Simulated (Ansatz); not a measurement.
Born–Oppenheimer molecular dynamics of BClF$_{3}$H$_{4}$N (10 atoms, charge 0, multiplicity 1). It starts at the highest image of a converged band, a first-order saddle point between two minima.

Level of theory: RKS revPBE/def2-SVP in Ansatz 0.2.0.

| Item | Value |
| --- | --- |
| ensemble | NVE (velocity Verlet) |
| time step | 0.5 fs |
| steps asked | 200 |
| starting velocities drawn for | 100 K |
| seed | 7341 |

First frame:

```xyz
10
Properties=species:S:1:pos:R:3
B -0.243 -1.122 0.007
Cl 1.975 -0.377 0.832
F 0.201 -1.970 -0.935
F -0.728 -1.603 1.164
H -0.018 1.279 -0.056
N -0.796 0.208 -0.454
H 1.508 0.948 0.658
F 0.702 2.009 0.316
H -0.873 0.252 -1.479
H -1.728 0.377 -0.052
```

**Question.** What does the run give?

**Answer.** The run went to its last step.

- steps done: 200
- time covered: 100 fs
- mean temperature over the second half: 496 K
- spread of the potential energy over the second half: 5.8 meV per atom
- mean potential energy of the second half above the start: -41.0 meV per atom

The conserved energy stayed within 0.38 meV per atom of its start (net change 0.081 meV per atom), so the integration is sound. The kinetic energy rose, since the run started high on the potential surface and went downhill. It ends in pieces (BClF2H3N + FH), so much of that is their flight and rotation, not heat. A run of 0.1 ps of so small a system gives no equilibrium averages. The orbitals stay closed-shell, which can raise the energy where a bond breaks towards radicals; this wasn't checked here.

**Question.** What happens to the structure?

**Answer.** Between its relaxed ends the band would form Cl2–H7, H5–F8 and break B1–Cl2, H5–N6, H7–F8. These pairs go: Cl2–H7 1.42 → 2.35 Å, H5–F8 1.09 → 2.28 Å, B1–Cl2 2.48 → 1.87 Å, H5–N6 1.38 → 0.98 Å, H7–F8 1.38 → 1.01 Å. In the last frame they stand as before the step (other bonds may differ from the relaxed reactants and products). It ends as BClF2H3N + FH. Pairs count as bonded within 1.25 times the sum of covalent radii (0.12 Å more for H–H). This is one draw of velocities; another would differ in detail.

**Question.** How do temperature and energy run in time?

**Answer.** 
```csv
time (fs),T (K),potential energy less start (eV),conserved less start (meV/atom)
0,100,0.000,0.00
8,47,0.055,0.03
16,124,-0.024,0.02
24,262,-0.168,0.00
32,421,-0.332,0.06
40,619,-0.539,-0.22
48,499,-0.410,0.19
56,599,-0.518,-0.25
64,417,-0.327,0.09
72,472,-0.385,-0.05
80,560,-0.478,-0.23
88,478,-0.391,-0.09
96,415,-0.324,0.12
```

Time of the run: 4.8 min on 2 threads of Intel(R) Xeon(R) Platinum 8375C CPU @ 2.90GHz (Ice Lake), on a shared host, peak memory 0.17 GiB.
